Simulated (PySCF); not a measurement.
Compounds:
1. SMILES C(C)c1cn(C2CC2)nn1, C$_{7}$H$_{11}$N$_{3}$
2. `InChI=1S/C3H6N2Si/c1-5-3-6-2-4/h1,3,6H2`
3. SMILES CCc1ncnc(C(F)(F)F)n1, C$_{6}$H$_{6}$F$_{3}$N$_{3}$
4. SMILES CC(C)(C)c1ccnnn1, C$_{7}$H$_{11}$N$_{3}$
5. SMILES C=CC1=C[C@H]1OC, C$_{6}$H$_{8}$O
6. SMILES Cc1ncnnc1F, C$_{4}$H$_{4}$FN$_{3}$

[PySCF: PBE0/pcSseg-1 with gauge-including orbitals; geometry: GFN2-xTB; non-relativistic Hamiltonian; one computed conformer; averaged over atoms made equivalent by symmetry, fast rotation or ring inversion; gas phase]

Scale: TMS for 1H and 13C (reference shieldings calculated alike). Shifts are as computed. Against solution values, carbons near 30 ppm lie about +3 ppm off and those near 130 ppm about +5 ppm. Of 1211 compounds with measured shifts, 218 miss one by over three times the rms of a fit or turn the order of signals round; such compounds aren't used in these exercises.

Question: Which show a 13C signal above 185 ppm?

Answer: 3 (189.1: substituted aromatic carbon next to a ring nitrogen).

Question: Which show a 1H signal between 4.5 and 6.5 ppm from a carbon-bound hydrogen?

Answer: 5 (6.22, 6.13: hydrogen on a terminal =CH2 carbon).

Question: Which give exactly 4 13C signals?

Answer: 6 (δ 177.7, 161.8, 154.5, 21.4).
